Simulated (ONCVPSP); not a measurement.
**Transferability test, ONCV potential for copper**

copper, optimised norm-conserving Vanderbilt (ONCV), made with ONCVPSP 4.0.1 (LDA (Perdew-Zunger), scalar-relativistic). Core [Ne], reference 3s2 3p6 3d10 4s1. Waves: 3s+4s: rc 1.00 bohr, ncon 4, nbas 7, qcut 11.2 1/bohr, 2 projectors; 3p: rc 1.10 bohr, ncon 3, nbas 7, qcut 9 1/bohr, 1 projector; 3d: rc 1.25 bohr, ncon 3, nbas 7, qcut 8.4 1/bohr, 2 projectors, debl 3.5 Ha; f scattering state at 0.35 Ha: rc 1.05 bohr, ncon 3, nbas 6, qcut 9.2 1/bohr, 2 projectors, debl 2.3 Ha. Local part: polynomial inside 0.95 bohr (lpopt 5, dvloc0 0 Ha). Core correction: polynomial model core, fcfact 0.7.

Energies are relative to the spin-unpolarised reference configuration 3s2 3p6 3d10 4s1; without spin polarisation the order of configurations can differ from experiment. Not all tests gave a result: 1 of 4 tests not solved or not reliable.

```csv
valence configuration,charge,ΔE all-electron (eV),error AE − PS (meV)
3s2 3p6 3d10 4s0,+1,8.436,+6.6
3s2 3p6 3d9 4s0,+2,30.123,-19
3s2 3p6 3d10 4s0.5,+0.5,3.304,+2.2
```

Levels in the configuration 3s2 3p6 3d10 4s0:

```json
{"level": "3s", "all-electron (eV)": "-122.836", "pseudo (eV)": "-122.833"}
{"level": "3p", "all-electron (eV)": "-80.747", "pseudo (eV)": "-80.740"}
{"level": "3d", "all-electron (eV)": "-14.007", "pseudo (eV)": "-14.036"}
```
